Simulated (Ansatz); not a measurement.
Species: C2H6O3Si, net charge 0, singlet state. 
Geometry from a B3LYP-D3(BJ)/def2-TZVP (Ansatz, an electronic-structure program) optimisation:
SMILES: C=C[Si](O)(O)O
```xyz
12

C      2.3749    -0.5014    -0.2812
C      1.3807    -0.2840     0.5780
Si    -0.3590     0.0771     0.0654
O     -0.4303     0.4256    -1.5439
O     -1.3961    -1.1768     0.2802
O     -0.8642     1.2959     1.0357
H      2.2186    -0.4687    -1.3544
H      3.3852    -0.7261     0.0442
H      1.6025    -0.3358     1.6413
H      0.0853     1.1695    -1.8645
H     -1.4642    -1.8217    -0.4282
H     -1.8100     1.4581     1.0889
```

Total electronic energies in hartree. Valence correlation only, unless marked. Spin-orbit coupling is left out. Non-relativistic. Basis-set limits of correlation are two-point, X^-3; Hartree-Fock from the larger set.

| level | program | energy (Eh) |
|---|---|---|
| HF/cc-pV(D+d)Z | Ansatz | -592.91501 |
| HF/aug-cc-pV(Q+d)Z | Ansatz | -593.07895 |
| RI-HF/cc-pV(T+d)Z | Ansatz | -593.04868 |
| r2SCAN/def2-TZVPD | Ansatz | -595.09747 |
| PBE0-D4/def2-TZVPD | Ansatz + dftd4 | -594.82664 |
| CAM-B3LYP/def2-TZVPD | Ansatz | -595.17624 |
| wB97X/def2-TZVPD | Ansatz | -595.19538 |
| B2GP-PLYP-D3(BJ)/def2-TZVPD | Ansatz + dftd3 | -594.85733 |
| B2GP-PLYP-D4/def2-TZVPD | Ansatz + dftd4 | -594.85504 |
| B2PLYP-D4/def2-TZVPD | Ansatz + dftd4 | -594.95359 |
| RPA@PBE/cc-pV(Q+d)Z | Ansatz | -594.98537 |
| MP2/STO-3G | Ansatz | -585.69692 |
| RI-MP2/CBS(aug-cc-pV(T+d)Z,aug-cc-pV(Q+d)Z) | Ansatz | -594.3944 |
| SCS-MP2/6-31G* | Ansatz | -593.70537 |
| SCS-MP2/cc-pVTZ | Ansatz | -594.18281 |
| CCSD/6-31G* | Ansatz | -593.76779 |
| CCSD/aug-cc-pV(T+d)Z | Ansatz | -594.26458 |
| CCSD/cc-pV(Q+d)Z | Ansatz | -594.34240 |
| CCSD/CBS(cc-pV(T+d)Z,cc-pV(Q+d)Z) | Ansatz | -594.3987 |
| CCSD(T)/aug-cc-pV(D+d)Z | Ansatz | -594.00004 |
| CCSD(T)/aug-cc-pV(T+d)Z | Ansatz | -594.31380 |
| CCSD(T)/cc-pwCVTZ | Ansatz | -594.30575 |
| CCSD(T)/CBS(cc-pV(T+d)Z,cc-pV(Q+d)Z) | Ansatz | -594.4549 |

Totals of different functionals don't rank their quality; only differences between species are comparable.
